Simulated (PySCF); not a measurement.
# Polarisability and C₆ of Kr⁺ (krypton, charge +1)

[Ar] 3d10 4s2 4p4 4d1, one real determinant (an excited configuration). All numbers are calculated (PySCF 2.14, the spin-free X2C one-electron Hamiltonian (Gaussian nucleus), in aug-cc-pVQZ-DK (8s7p5d3f2g, 93 functions)). Coupled (time-dependent) response in atomic units; α is the mean over directions.

```tsv
method	mean α (bohr³)	α xx, yy, zz	C₆ (like pair)	S(−4)
UHF	37.31	50.15, 11.62, 50.15	164.0	6785
PBE	45.96	62.81, 12.25, 62.81	191.5	12380
PBE0	41.89	56.83, 12.02, 56.83	180.2	9143
```

S(−4) is the Cauchy moment in α(ω) = α(0) + S(−4) ω² + …

Spin-orbit coupling is absent.

α(iu) at PBE0:

```json
{"u (hartree)": "0", "α(iu) (bohr³)": "41.89"}
{"u (hartree)": "0.0500", "α(iu) (bohr³)": "29.13"}
{"u (hartree)": "0.100", "α(iu) (bohr³)": "19.76"}
{"u (hartree)": "0.200", "α(iu) (bohr³)": "13.99"}
{"u (hartree)": "0.300", "α(iu) (bohr³)": "11.62"}
{"u (hartree)": "0.500", "α(iu) (bohr³)": "8.560"}
{"u (hartree)": "0.750", "α(iu) (bohr³)": "5.991"}
{"u (hartree)": "1.00", "α(iu) (bohr³)": "4.320"}
{"u (hartree)": "1.50", "α(iu) (bohr³)": "2.482"}
{"u (hartree)": "2.00", "α(iu) (bohr³)": "1.599"}
{"u (hartree)": "3.00", "α(iu) (bohr³)": "0.8321"}
{"u (hartree)": "5.00", "α(iu) (bohr³)": "0.3595"}
```

A single London oscillator, α(iu) = α/(1 + u²/ω²), gives C₆ = (3/4) ω α². Matching the computed C₆ needs ω = 4 × 180.2 / (3 × 41.89²) = 0.137 hartree.

For an ion, C₆ is the dispersion term alone; charge-induced terms of lower order in 1/R come first.

The components differ because the open shell of this determinant is not spherical; for a pure term their mean is the scalar polarisability.

⟨L²⟩ = 8.07 against 12 for a pure F term, so this real determinant mixes terms. The outer electron is Rydberg-like, and this basis confines it to a smaller radius and binds it less than a complete one would.
